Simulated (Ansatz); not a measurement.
Consider the formal loss of a carbene: `C[CH]1[CH2][GaH]1` → `[CH2]` (triplet) + `[CH2]1[CH2][GaH]1`.

Program: Ansatz. Geometries: PBE0-D4/def2-TZVP. ΔE: electronic, gas phase. CCSD(T)/CBS is the MP2 limit (def2-TZVPP, def2-QZVPP) plus CCSD(T) − MP2 in def2-TZVPP, frozen cores. This one scheme is used for every species. DFT in def2-TZVPP. Triplets are unrestricted, without spin–orbit coupling. For Ga outer-core shells are correlated without core-valence functions, which leaves a few kJ/mol of doubt a bond. Scalar relativity is left out up to krypton.

Is it downhill or uphill in electronic energy at CCSD(T)/CBS, and by how much? (An estimate is asked.)

Ansatz gave: Uphill: ΔE = +435.6 kJ/mol.

What do these levels give: B2PLYP, r2SCAN, HF/def2-TZVPP, CCSD/def2-TZVPP, SCS-MP2/def2-QZVPP, MP2/CBS(def2)? (An estimate is asked.)

Computed: B2PLYP 424.3, r2SCAN 409.6, HF/def2-TZVPP 283.5, CCSD/def2-TZVPP 411.7, SCS-MP2/def2-QZVPP 445.9, MP2/CBS(def2) 450.0 kJ/mol.

Largest T1 diagnostic among the species: 0.012.

The D4 term adds +11.3 kJ/mol with B3LYP and +6.1 kJ/mol with PBE0; it sums over pairs of atoms, weighted by their polarisabilities, and B3LYP, whose exchange is more repulsive, gets the larger term. In def2-TZVPP, CCSD(T) changes the Hartree–Fock value by +140.2 kJ/mol (the triples alone add +12.0 kJ/mol) and MP2 by +154.6 kJ/mol.

B3LYP here is the variant with VWN-RPA as its local correlation; programs differ in this.
